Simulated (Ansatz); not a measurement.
`CC(F)(F)C(F)(F)C(F)(F)C(F)(F)C(F)(F)C(F)(F)C(F)(F)C(F)(F)C(F)(F)C(F)(F)C(F)(F)C(C)(F)F` with charge -1, relaxed as a doublet with UKS PBE-D4/def2-SVP in Ansatz, starting from the PBE-D4/def2-SVP geometry of the neutral singlet. Force threshold 0.03 eV/Å.

Single mean-field runs in def2-SVP are fitted with def2-universal-jkfit. The highest occupied level of the relaxed charge -1 doublet lies above zero (up to 0.78 eV). By energy differences it is unbound by 0.21 eV (each at its own geometry, against the charge 0 singlet, at PBE-D4/def2-SVP) and held by the finite basis. In the doublet geometry the species has come apart into loosely held pieces.

Start:

```xyz
44

C     4.0670   -2.3023    5.4334
C     4.0751   -1.1937    4.4070
F     3.9279    0.0125    5.0347
F     5.2684   -1.1609    3.7354
C     2.9320   -1.2554    3.3328
F     2.7946   -0.0289    2.7734
F     1.7702   -1.5754    3.9707
C     3.1667   -2.2747    2.1728
F     3.5751   -3.4626    2.7099
F     4.1373   -1.8141    1.3590
C     1.9116   -2.6436    1.2922
F     2.3797   -3.4712    0.3221
F     1.0343   -3.3235    2.0613
C     1.1686   -1.4483    0.6048
F     2.0844   -0.5855    0.1024
F     0.4215   -0.8193    1.5438
C     0.2378   -1.9047   -0.5694
F     0.9992   -2.2394   -1.6316
F    -0.4596   -2.9974   -0.1640
C    -0.8523   -0.8674   -1.0459
F    -1.4568   -1.4492   -2.1121
F    -1.7584   -0.7173   -0.0534
C    -0.3289    0.5387   -1.4749
F     0.0263    1.2292   -0.3677
F     0.7677    0.3680   -2.2570
C    -1.3137    1.4289   -2.3291
F    -0.6750    2.6161   -2.4841
F    -1.4647    0.8432   -3.5372
C    -2.7213    1.6949   -1.7118
F    -2.5613    1.9923   -0.3951
F    -3.4591    0.5650   -1.8182
C    -3.5472    2.8846   -2.3228
F    -2.9368    4.0495   -1.9900
F    -4.7542    2.8401   -1.6890
C    -3.8148    2.8885   -3.8570
C    -4.8166    3.9409   -4.2732
F    -4.2507    1.6420   -4.2133
F    -2.6185    3.1073   -4.4863
H     3.1113   -2.2914    5.9879
H     4.2012   -3.2861    4.9515
H     4.9012   -2.1168    6.1361
H    -4.4596    4.9410   -3.9656
H    -4.9122    3.9069   -5.3745
H    -5.7977    3.7395   -3.8077
```

```csv
step,energy (eV),largest force component (eV/Å),SCF passes
1,-79681.1640,2.164,35
2,-79681.5732,1.384,33
3,-79681.7145,0.578,31
4 (rejected),-79681.4518,2.370,35
5,-79681.7654,0.364,31
6,-79681.8276,0.427,36
7,-79681.8509,0.893,34
8,-79681.9184,0.829,33
9,-79681.9561,0.250,30
10,-79681.9615,0.382,28
11,-79681.9744,0.754,34
12,-79681.9933,0.248,25
13,-79681.9975,0.108,24
14,-79682.0027,0.047,23
15,-79682.0038,0.027,22
16,-79682.0045,0.014,21
17,-79682.0049,0.015,21
```

Force components are those of the run's own axes.

End:

```
atom   x (Å)   y (Å)   z (Å)
  C1   4.097  -2.503   5.275
  C2   4.058  -1.215   4.499
  F3   3.845  -0.140   5.350
  F4   5.270  -0.979   3.894
  C5   2.945  -1.160   3.405
  F6   2.867   0.192   3.012
  F7   1.755  -1.437   4.033
  C8   3.128  -2.042   2.220
  F9   3.742  -3.850   2.853
 F10   4.218  -1.720   1.478
 C11   1.985  -2.519   1.401
 F12   2.444  -3.359   0.411
 F13   1.046  -3.171   2.149
 C14   1.192  -1.396   0.623
 F15   2.085  -0.552   0.026
 F16   0.452  -0.684   1.521
 C17   0.228  -1.879  -0.505
 F18   0.946  -2.273  -1.586
 F19  -0.502  -2.939  -0.056
 C20  -0.849  -0.854  -1.017
 F21  -1.500  -1.453  -2.062
 F22  -1.754  -0.631  -0.033
 C23  -0.325   0.524  -1.525
 F24   0.063   1.282  -0.476
 F25   0.736   0.322  -2.347
 C26  -1.337   1.383  -2.380
 F27  -0.703   2.566  -2.609
 F28  -1.545   0.767  -3.567
 C29  -2.723   1.696  -1.735
 F30  -2.539   2.038  -0.435
 F31  -3.499   0.590  -1.797
 C32  -3.535   2.885  -2.367
 F33  -2.901   4.052  -2.088
 F34  -4.733   2.891  -1.708
 C35  -3.847   2.856  -3.893
 C36  -4.842   3.922  -4.300
 F37  -4.326   1.616  -4.212
 F38  -2.674   3.039  -4.572
 H39   3.162  -2.603   5.858
 H40   4.147  -3.325   4.513
 H41   4.966  -2.477   5.962
 H42  -4.455   4.920  -4.021
 H43  -4.973   3.870  -5.397
 H44  -5.811   3.750  -3.798
```

Bonds lost: C8–F9 (atoms count from 1). The end holds 2 separate pieces.

The force fell under the threshold at step 15, but the optimiser went on. No frequencies were taken in this run, so the end may be a saddle point.

Hardware: 2 threads of AMD EPYC 7R13 on a shared host and a share (18 GiB) of an NVIDIA H100 80GB HBM3. Wall time 2 min, peak host memory 1.1 GiB.
